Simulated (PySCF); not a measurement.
An EPR job on `C[C](O)S[SiH3]` [radical].

Method: UKS B3LYP, pcH-1 on C H O S Si, non-relativistic, mean-field spin-orbit, GIAO (PySCF 2.14.0). Geometry: GFN2-xTB. The command runs a driver script over a list of jobs; the input below is this job's line of settings and its coordinates in Å.

Command:
```bash
OMP_NUM_THREADS=1 python probes_run.py task.json out
```

Input:
```
{"job": {"kind": "epr", "basis": "pcH-1"}, "charge": 0, "multiplicity": 2}
C     -1.960370     0.523499     0.436158
C     -0.529682     0.118445     0.440078
O     -0.198145    -1.142832    -0.029679
S      0.708964     1.302610     0.164032
Si     2.247520    -0.119515    -0.388525
H     -2.047791     1.525882     0.844965
H     -2.549791    -0.162050     1.048769
H     -2.389070     0.527684    -0.575589
H     -0.951505    -1.556785    -0.469662
H      3.403835     0.761476    -0.484156
H      2.369915    -1.100623     0.674628
H      1.897317    -0.678476    -1.687047
```

Task: Give the output.

Result: 
```
UKS, coarse grid
  cycle   1  E = -843.24324759  |g| = 4.66e-01
  cycle   2  E = -843.15729569  |g| = 6.80e-01
  cycle   3  E = -843.31669738  |g| = 9.52e-02
  cycle   4  E = -843.31989809  |g| = 3.68e-02
  cycle   5  E = -843.32055292  |g| = 5.71e-03
  cycle   6  E = -843.32057293  |g| = 1.87e-03
  cycle   7  E = -843.32057634  |g| = 8.29e-04
UKS, final grid
  cycle   1  E = -843.32056859  |g| = 8.62e-04
  cycle   2  E = -843.32056835  |g| = 1.14e-03
  cycle   3  E = -843.32056899  |g| = 1.62e-04
  cycle   4  E = -843.32056900  |g| = 4.18e-05
  cycle   5  E = -843.32056901  |g| = 2.30e-05
E = -843.32056901 Eh   <S^2> = 0.7538 (exact 0.7500)
g shifts (ppm)      1          2          3
  rmc          -193       -193       -193
  gc              2         39         14
  oz_so        -417       2736       3754
  total        -608       2582       3574
hyperfine (MHz)  atom isotope    a_iso     a_fc   dipolar eigenvalues
    0   13C      -7.05      -7.06     -2.28     -1.28      3.56
    1   13C     231.39     231.12    -73.25    -71.58    144.83
    2   17O     -50.06     -50.07    -37.95     18.17     19.78
    3   33S      10.58      10.82    -17.47    -12.05     29.52
    4  29Si       2.07       2.05     -0.63      0.13      0.50
    5    1H       5.93       5.91     -5.16     -4.06      9.22
    6    1H      45.35      45.35     -5.33     -4.41      9.74
    7    1H      99.48      99.48     -3.65     -3.35      7.00
    8    1H      24.78      24.74     -9.07     -5.65     14.72
    9    1H      -2.12      -2.12     -1.48     -1.08      2.57
   10    1H       9.24       9.23     -2.18     -1.86      4.04
   11    1H       9.93       9.93     -1.59     -1.41      3.00
```

rmc, gc and oz_so are the mass-correction, gauge-correction and orbital-Zeeman/spin–orbit parts of the g shift along its three principal axes; a_iso is the isotropic hyperfine coupling and a_fc its Fermi-contact part. The program numbers atoms from 0.

Task: Get g_iso from the total shifts.

Result: Their mean is 1849 ppm; added to g_e = 2.002319 it gives 2.00417.

Task: How far is ⟨S²⟩ from the pure-spin value?

Result: S = 0.5 gives S(S+1) = 0.75; the run has 0.7538, 0.0038 more.

Main results: ⟨S²⟩ 0.754; g_iso 2.0042.

Geometry: GFN2-xTB, one conformer, isolated molecule.

Task: Estimate the wall time. Hardware: Arm Neoverse V2, one thread, no GPU, shared host with 96 logical CPUs at a one-minute load of 31. And the peak memory of the process?

Result: About 36 s (density and orbital grids were written too), with 0.80 GiB resident at the peak, the Python interpreter and its libraries included.
Labels such as C1 count atoms from 1, the log's own numbers from 0.
